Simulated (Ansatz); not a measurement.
Calculation: Ansatz (a quantum-chemistry and plane-wave program) with r2SCAN-D4/def2-TZVP. No frequencies were computed at this level.

Ansatz 0.2 input:
```yaml
crystal:
  periodic: [false, false, false]
  atoms:
    - { symbol: O, position_ang: [-1.53951, -0.805188, 0.066519] }
    - { symbol: Ga, position_ang: [0.000144, -0.000786, -0.000113] }
    - { symbol: O, position_ang: [1.448722, -0.915364, -0.298247] }
    - { symbol: O, position_ang: [0.09154, 1.719943, 0.230894] }
    - { symbol: H, position_ang: [-1.534715, -1.752629, -0.066776] }
    - { symbol: H, position_ang: [2.268286, -0.422105, -0.321031] }
    - { symbol: H, position_ang: [-0.734469, 2.176128, 0.388753] }
basis:
  gaussian: { orbitals: def2-tzvp }
hamiltonian:
  xc: r2scan
  dispersion: d4
relax:
  max_steps: 150
```

Output:

```
Functional definition: r2SCAN
953 factors; their error is unknown
mean field evaluation 1: about -58552.5534 eV, gradient 1.1e2 eV
mean field evaluation 2: about -58494.7065 eV, gradient 2.0e2 eV
mean field evaluation 4: about -58569.9574 eV, gradient 7.6e0 eV
mean field evaluation 8: about -58569.9956 eV, gradient 3.1e-1 eV
mean field evaluation 16: about -58569.9957 eV, gradient 6.6e-5 eV
mean field -58569.99567863 eV, -2152.4076410208 hartree, gradient 1.8e-5 eV, S^2 0.000000; 0 other end points of the search recorded, 0 dependent functions left out
reference -58569.99568951 eV, -2152.4076414206 hartree; 29, 29 occupied and 130, 130 virtual orbitals, 953 factors
relax step   1: F+E_penalty+E_count = -58570.02149157 eV  Δ(F+E_penalty+E_count) = +0.000e0 eV  max|allowed force component| = 9.839e-1 eV/Å  Δτ_max = 0.0000 Å  (29 SCF iters, accepted)
these checks for a lower state are left out or cut short: starts, cluster_reference, orbital_swaps, neighbouring_geometries, increment
953 factors; their error is unknown
mean field -58570.03908837 eV, -2152.4092362993 hartree, gradient 1.4e-5 eV, S^2 0.000000; 0 other end points of the search recorded, 0 dependent functions left out
reference -58570.03909925 eV, -2152.4092366991 hartree; 29, 29 occupied and 130, 130 virtual orbitals, 953 factors
relax step   2: F+E_penalty+E_count = -58570.06476263 eV  Δ(F+E_penalty+E_count) = -4.327e-2 eV  max|allowed force component| = 5.151e-1 eV/Å  Δτ_max = 0.0184 Å  (31 SCF iters, accepted)
these checks for a lower state are left out or cut short: starts, cluster_reference, orbital_swaps, neighbouring_geometries, increment
953 factors; their error is unknown
mean field evaluation 32: about -58570.0571 eV, gradient 1.6e-5 eV
mean field -58570.05707547 eV, -2152.4098973130 hartree, gradient 1.6e-5 eV, S^2 0.000000; 0 other end points of the search recorded, 0 dependent functions left out
reference -58570.05708632 eV, -2152.4098977115 hartree; 29, 29 occupied and 130, 130 virtual orbitals, 953 factors
relax step   3: F+E_penalty+E_count = -58570.08262470 eV  Δ(F+E_penalty+E_count) = -1.786e-2 eV  max|allowed force component| = 8.329e-2 eV/Å  Δτ_max = 0.0190 Å  (31 SCF iters, accepted)
these checks for a lower state are left out or cut short: starts, cluster_reference, orbital_swaps, neighbouring_geometries, increment
953 factors; their error is unknown
mean field -58570.06085647 eV, -2152.4100362622 hartree, gradient 1.6e-5 eV, S^2 0.000000; 0 other end points of the search recorded, 0 dependent functions left out
reference -58570.06086726 eV, -2152.4100366588 hartree; 29, 29 occupied and 130, 130 virtual orbitals, 953 factors
relax step   4: F+E_penalty+E_count = -58570.08639972 eV  Δ(F+E_penalty+E_count) = -3.775e-3 eV  max|allowed force component| = 5.933e-2 eV/Å  Δτ_max = 0.0195 Å  (31 SCF iters, accepted)
these checks for a lower state are left out or cut short: starts, cluster_reference, orbital_swaps, neighbouring_geometries, increment
953 factors; their error is unknown
mean field -58570.06106451 eV, -2152.4100439076 hartree, gradient 1.6e-5 eV, S^2 0.000000; 0 other end points of the search recorded, 0 dependent functions left out
reference -58570.06107529 eV, -2152.4100443037 hartree; 29, 29 occupied and 130, 130 virtual orbitals, 953 factors
relax step   5: F+E_penalty+E_count = -58570.08661214 eV  Δ(F+E_penalty+E_count) = -2.124e-4 eV  max|allowed force component| = 5.089e-3 eV/Å  Δτ_max = 0.0051 Å  (32 SCF iters, accepted)
953 factors; their error is unknown
mean field evaluation 64: about -58570.0611 eV, gradient 3.6e-3 eV
mean field -58570.06106451 eV, -2152.4100439076 hartree, gradient 1.6e-5 eV, S^2 0.000000; 1 other end points of the search recorded, 0 dependent functions left out
reference -58570.06107529 eV, -2152.4100443037 hartree; 29, 29 occupied and 130, 130 virtual orbitals, 953 factors
Total energy: -58570.08662292 eV, -2152.4109831618 hartree
Atom 0 at    -1.581462    -0.805596     0.070925 Å, force    -0.000115     0.004737     0.000670 eV/Å
Atom 1 at     0.000010     0.000003     0.000017 Å, force     0.000013     0.000129    -0.000001 eV/Å
Atom 2 at     1.468698    -0.951721    -0.303649 Å, force    -0.004058    -0.002652     0.000094 eV/Å
Atom 3 at     0.112763     1.757323     0.232769 Å, force     0.004177    -0.002236    -0.000804 eV/Å
Atom 4 at    -1.517495    -1.756601    -0.069582 Å, force    -0.000070    -0.005089    -0.000692 eV/Å
Atom 5 at     2.263780    -0.407824    -0.319905 Å, force     0.004421     0.002622    -0.000134 eV/Å
Atom 6 at    -0.746295     2.164416     0.389424 Å, force    -0.004368     0.002489     0.000867 eV/Å
Dipole moment:     0.000015    -0.000004    -0.000031 e Å
```

Cost: roughly 25 core-seconds.
